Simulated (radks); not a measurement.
Neutral sulfur inside a hard spherical wall (all orbitals vanish at R), configuration held at [Ne] 3s2 3p4 and not refilled when levels cross. All-electron calculation, scalar-relativistic Kohn-Sham, PBEsol, spin-polarised, spherical densities, finite nucleus; open shells are filled with parallel spins first; Fermi nuclear charge, rms radius 3.2611 fm. Program: a radial shooting solver on a logarithmic mesh with Libxc functionals. Eigenvalues in eV for spin up, with the zero of energy where the potential of the charges vanishes at infinity; a dash marks a level that is unbound or too diffuse for the functional's potential to be trusted. A positive occupied level is held by the wall or, in an anion where self-interaction has pushed it up, behind a barrier. The pressure on the wall is -dE/dV.

R (bohr)  E (hartree)  kinetic (hartree)    e(2s)    e(2p)    e(3s)   e(3p)  e(4s, empty)  e(4p, empty)  pressure (GPa)
free       -398.43605            399.879  -211.19  -156.32  -17.928  -7.646             -             -               0
20         -398.43605            399.879  -211.19  -156.32  -17.928  -7.646             -             -        < 0.0001
15         -398.43605            399.879  -211.19  -156.32  -17.928  -7.646             -             -        < 0.0001
10         -398.43601            399.880  -211.19  -156.31  -17.924  -7.643         0.131         1.759         0.00107
7          -398.43371            399.900  -211.03  -156.15  -17.802  -7.522         2.091         5.021           0.160
6          -398.42611            399.955  -210.67  -155.79  -17.545  -7.254         4.223         8.075           0.944
5          -398.39218            400.163  -209.54  -154.66  -16.786  -6.421         8.948        14.193            6.22
4          -398.22819            400.994  -206.04  -151.13  -14.460  -3.724        20.930        28.199            48.8
3          -397.33212            404.535  -195.21  -140.15   -6.329   5.845        56.941        66.603             502
2.5        -395.72026            409.774  -183.20  -127.92    5.120  18.916        101.92        112.02            1890
1.5        -376.57776            457.487  -121.65  -63.929   117.41  133.85        442.93        431.59           55100
